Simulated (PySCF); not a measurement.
Job file and geometry (Å, from PBE0-D3(BJ)/def2-SVP) of an NMR shielding run on SMILES [C@H]1(OC(C)=O)CC[SiH2]C1, C6H12O2Si, GIAO PBE0/pcSseg-1 NMR shielding, non-relativistic, gas phase (PySCF); density fitting, a coarse starting grid and PySCF grid level 2 are the driver's defaults:

```
$ OMP_NUM_THREADS=1 python probes_run.py task.json out

{"job": {"kind": "nmr", "xc": "PBE0", "basis": "pcSseg-1"}, "charge": 0, "multiplicity": 1}
C      3.308921    -0.397504    -1.244388
C      2.014709    -0.818970    -0.611613
O      1.825343    -1.863140    -0.044559
O      1.076102     0.126733    -0.762145
C     -0.221075    -0.149069    -0.230945
C     -0.288181     0.120020     1.273340
C     -1.749549    -0.034486     1.713398
Si    -2.728422     0.692028     0.251992
C     -1.249210     0.723812    -0.941064
H      4.067181    -1.171110    -1.081183
H      3.641548     0.559368    -0.817660
H      3.158442    -0.237361    -2.321972
H     -0.436012    -1.218109    -0.401082
H      0.060361     1.153338     1.447312
H      0.391649    -0.555733     1.813508
H     -2.007020    -1.101076     1.824989
H     -1.951131     0.445217     2.682009
H     -3.848282    -0.187408    -0.204304
H     -3.280067     2.058184     0.507401
H     -1.454974     0.384066    -1.966143
H     -0.857046     1.752804    -1.003857
```

Q: What does the program print?

A: 
```
coarse grid: 17752 points
cycle   1  E = -674.9658631345  dE =  1.183e+00  |g| = 9.326e-01  |ddm| = 4.023e+00
cycle   2  E = -674.6604800798  dE =  3.054e-01  |g| = 1.589e+00  |ddm| = 1.700e+00
cycle   3  E = -675.1206618178  dE = -4.602e-01  |g| = 2.844e-01  |ddm| = 1.225e+00
cycle   4  E = -675.1354971539  dE = -1.484e-02  |g| = 8.004e-02  |ddm| = 2.369e-01
cycle   5  E = -675.1364654661  dE = -9.683e-04  |g| = 2.680e-02  |ddm| = 5.815e-02
cycle   6  E = -675.1366134007  dE = -1.479e-04  |g| = 5.048e-03  |ddm| = 1.980e-02
cycle   7  E = -675.1366186140  dE = -5.213e-06  |g| = 1.483e-03  |ddm| = 5.089e-03
final grid: 166056 points
cycle   8  E = -675.2112616368  dE = -3.137e-05  |g| = 1.443e-02  |ddm| = 3.229e-02
cycle   9  E = -675.2112080158  dE =  5.362e-05  |g| = 2.217e-02  |ddm| = 2.425e-02
cycle  10  E = -675.2113021409  dE = -9.413e-05  |g| = 2.093e-03  |ddm| = 1.472e-02
cycle  11  E = -675.2113029194  dE = -7.786e-07  |g| = 4.726e-04  |ddm| = 1.531e-03
cycle  12  E = -675.2113029541  dE = -3.466e-08  |g| = 1.834e-04  |ddm| = 4.338e-04
cycle  13  E = -675.2113029607  dE = -6.625e-09  |g| = 4.120e-05  |ddm| = 1.642e-04
cycle  14  E = -675.2113029611  dE = -3.513e-10  |g| = 1.164e-05  |ddm| = 4.627e-05
converged SCF energy = -675.2113029611

GIAO shielding tensors (ppm)
atom      isotropic    diamagn.    paramagn.     s11        s22        s33       span
  0 C      162.051     248.195     -86.143    139.457    153.805    192.893     53.436
  1 C       10.211     250.625    -240.415    -90.458     48.519     72.570    163.029
  2 O     -116.148     405.362    -521.510   -407.549   -226.719    285.826    693.375
  3 O       94.886     405.304    -310.418    -73.155    168.230    189.584    262.738
  4 C      108.037     249.715    -141.678     64.136    107.441    152.536     88.401
  5 C      151.545     252.487    -100.942    127.428    156.740    170.466     43.038
  6 C      179.794     252.627     -72.833    166.076    175.451    197.855     31.779
  7 Si     382.774     879.371    -496.598    340.785    376.178    431.358     90.573
  8 C      169.892     251.248     -81.357    152.159    161.949    195.567     43.407
  9 H       29.567      26.046       3.521     25.320     27.914     35.466     10.145
 10 H       29.197      28.581       0.616     25.263     28.698     33.631      8.367
 11 H       29.114      27.699       1.415     25.246     28.361     33.734      8.488
 12 H       26.853      35.704      -8.850     23.689     26.865     30.006      6.317
 13 H       30.377      33.955      -3.579     26.133     29.556     35.441      9.308
 14 H       28.807      33.696      -4.888     23.183     28.990     34.249     11.066
 15 H       30.494      30.696      -0.203     25.673     27.681     38.127     12.454
 16 H       30.346      28.957       1.389     25.634     26.954     38.450     12.816
 17 H       27.081      27.968      -0.886     23.907     24.348     32.989      9.082
 18 H       27.062      27.896      -0.835     23.874     24.409     32.902      9.029
 19 H       30.075      30.782      -0.706     25.532     27.396     37.298     11.766
 20 H       30.254      31.681      -1.427     25.720     28.595     36.447     10.727
```

Q: Turn these shieldings into chemical shifts. Scale: TMS for $^{13}$C (σref 184.41) and $^{29}$Si (σref 351.99) and $^{1}$H (σref 31.27); $^{17}$O (σref 334.56) vs H2O (reference shieldings calculated alike).

A: Averaging equivalent atoms: C 1: 174.2; C 4: 76.4; C 5: 32.9; C 0: 22.4; C 8: 14.5; C 6: 4.6; O 2: 450.7; O 3: 239.7; Si 7: -30.8; H 12: 4.41; H 18: 4.21; H 17: 4.19; H 14: 2.46; H 9/10/11: 1.97; H 19: 1.19; H 20: 1.01; H 16: 0.92; H 13: 0.89; H 15: 0.77 ppm. Unscaled 17O shifts of doubly bonded oxygen tend to come out too high, by tens of ppm or more. Experimental scales use liquid or dissolved standards, which lie at an offset from isolated H2O (liquid H2O: subtract about 36 ppm).

Size and cost of the density-fitted run: 220 basis functions, 110 s wall time on 1 thread of an Arm Neoverse N1, shared host; peak memory 1 GiB.
